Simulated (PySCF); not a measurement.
How methods differ on the ionisation energy of Ga⁺

Ga⁺ [Ar] 3d10 4s2 (1S) → Ga²⁺ [Ar] 3d10 4s1 (2S), as a difference of total energies. Calculation: PySCF 2.14, in aug-cc-pVTZ-PP with one added diffuse shell each of s, d, f type with ECP10MDF (7s5p5d3f, 68 functions); scalar relativity through the core potential. Correlated levels: valence: 3s2 3p6 3d10 frozen. The calculations carry no spin-orbit coupling.

| method | ionisation energy (eV) |
| --- | --- |
| UHF | 18.749 |
| MP2 (valence) | 19.474 |
| SCS-MP2 (valence) | 19.619 |
| CCSD (valence) | 19.765 |

Errors of the correlated levels include the incompleteness of this basis and the frozen core.

With two correlated electrons CCSD is exact in that space.

Which method comes closest to the reference value, and which is furthest?

The reference is 20.515 eV (measured; NIST Atomic Spectra Database, ionization energies). Closest: CCSD (valence) (error -0.750 eV); furthest: UHF (error -1.766 eV).
